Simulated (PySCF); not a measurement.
**Predicted spectroscopic data**

- NMR shieldings at PBE0/pcSseg-1/GIAO
- structure optimised with GFN2-xTB
- run in PySCF 2.14.0 with density-fitted response routines
- fast rotation and ring inversion assumed for equivalent nuclei, in vacuum, relativity neglected, one conformer

Shifts are taken against calculated references (same method and geometry level): TMS for 1H, 13C. Splittings of carbon signals by F and P are missing where no couplings were computed. Where no couplings were computed, multiplicities follow the n + 1 count of equivalent neighbours, and m marks all less simple cases (inequivalent or close neighbours, rings, F or P nearby). Shifts are as computed. Against solution values, carbons near 30 ppm lie about +3 ppm off and those near 130 ppm about +5 ppm; carbons on Cl a further +6 ppm. Of 1211 compounds with measured shifts, 218 miss one by over three times the rms of a fit or turn the order of signals round; such compounds aren't used in these exercises. Carbons bonded to Cl come out too deshielded.

Compound 1 (C5H5Cl2F). 1H NMR (400 MHz, computed): δ 7.50 (m, 1H), 6.20 (s, 1H), 6.10 (m, 1H), 4.47 (s, 2H). 13C{1H} NMR (computed): δ 164.2, 141.6, 133.1, 116.5, 43.3. Structure: `F/C=C/C(=C/Cl)CCl`.

Compound 2 (C9H6ClF). 1H NMR (400 MHz, computed): δ 7.82 (m, 1H), 7.82 (d, 1H), 7.50 (d, 1H), 6.02 (m, 2H), 3.20 (s, 1H). 13C{1H} NMR (computed): δ 150.4, 148.1, 141.3, 133.1, 129.7, 118.7, 95.4, 86.5, 84.6. Structure: SMILES C#Cc1ccc(Cl)cc1CF.
